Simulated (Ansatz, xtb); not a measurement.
# Relative energy of two isomers of C4H6BBrO

Structure I: `BrB1CCC=CO1`, a singlet. Structure II: `BrB1CC=CCO1`, a singlet. Both are isolated molecules in the gas phase, relaxed with B3LYP-D3(BJ)/def2-SVP; the shapes shown needn't be the lowest conformers.

I (Å):

```xyz
13

C    -0.2654    0.7314    0.2718
C    -0.4852   -0.7371   -0.1423
C     0.8121   -1.3954   -0.5373
C     1.8495   -0.6936   -1.0013
B     0.8269    1.4162   -0.6247
Br    0.8845    3.3216   -0.9507
O     1.8248    0.6792   -1.1694
H     0.1455    0.7680    1.3015
H    -1.2064    1.2987    0.3048
H    -0.9703   -1.3083    0.6656
H    -1.1863   -0.7857   -0.9982
H     0.9135   -2.4814   -0.4738
H     2.8017   -1.1261   -1.3123
```

II (Å):

```xyz
13

C     0.1763    0.8829   -1.4037
C     0.7285   -0.1533   -2.3452
C     1.0365   -1.3934   -1.9512
C     0.8734   -1.8981   -0.5485
B     0.0213    0.3063    0.0505
Br   -0.6749    1.4199    1.4857
O     0.3498   -0.9494    0.3782
H     0.8190    1.7833   -1.3796
H    -0.7999    1.2647   -1.7581
H     0.8822    0.1252   -3.3935
H     1.4368   -2.1221   -2.6638
H     1.8436   -2.2440   -0.1483
H     0.2026   -2.7761   -0.5305
```

Quicker runs give these differences E(II) − E(I): GFN2-xTB +1.73 kcal/mol; HF/STO-3G +2.41 kcal/mol (at GFN2-xTB geometries); r2SCAN-D4/def2-SVP +0.27 kcal/mol (at GFN2-xTB geometries).

Estimate E(II) − E(I) at the level CCSD(T)/def2-SVP + ΔMP2/def2-TZVPP.

Too close to call at this level: CCSD(T)/def2-SVP + ΔMP2/def2-TZVPP gives E(II) − E(I) = −0.29 kcal/mol.

Level by level:

| level | geometry | E(II) − E(I) (kcal/mol) | departure from the last row (kcal/mol) | job, with rough time for the two |
| --- | --- | --- | --- | --- |
| GFN2-xTB | GFN2-xTB | +1.73 | +2.02 | optimisation, 0.31 s |
| HF/STO-3G | GFN2-xTB | +2.41 | +2.71 | single point, 1.7 s |
| r2SCAN-D4/def2-SVP | GFN2-xTB | +0.27 | +0.56 | single point, 5.7 s |
| B3LYP-D3(BJ)/def2-SVP | B3LYP-D3(BJ)/def2-SVP | −0.07 | +0.22 | optimisation, 85 s |
| HF/def2-SVP | B3LYP-D3(BJ)/def2-SVP | −1.59 | −1.30 | part of the CCSD(T) run |
| MP2/def2-SVP | B3LYP-D3(BJ)/def2-SVP | +0.75 | +1.05 | part of the CCSD(T) run |
| CCSD(T)/def2-SVP | B3LYP-D3(BJ)/def2-SVP | +0.35 | +0.64 | single point |
| CCSD(T)/def2-SVP + ΔMP2/def2-TZVPP | B3LYP-D3(BJ)/def2-SVP | −0.29 |  | single point, 2.7 min |

As drawn, both hold the same kinds of bond in the same numbers.

The largest departure from CCSD(T)/def2-SVP + ΔMP2/def2-TZVPP is that of HF/STO-3G, 2.71 kcal/mol. The last row adds to CCSD(T) the change of the MP2 difference between the two basis sets, here −0.64 kcal/mol.

With thermal terms from frequencies at re-optimised GFN2-xTB minima (ideal gas, soft modes damped towards free rotors, one conformer each, 298.15 K, 1 atm): the zero-point term adds −0.43 kcal/mol; ΔH is −0.60 and ΔG −0.88 kcal/mol.

The correlated steps freeze 15 core orbitals; the filled d shell of Br is correlated, in a basis made for valence electrons. Codes used: Ansatz 0.2.0, xtb 6.7.1; the last row on 2 threads of Intel(R) Xeon(R) Processor @ 2.70GHz on a shared host.
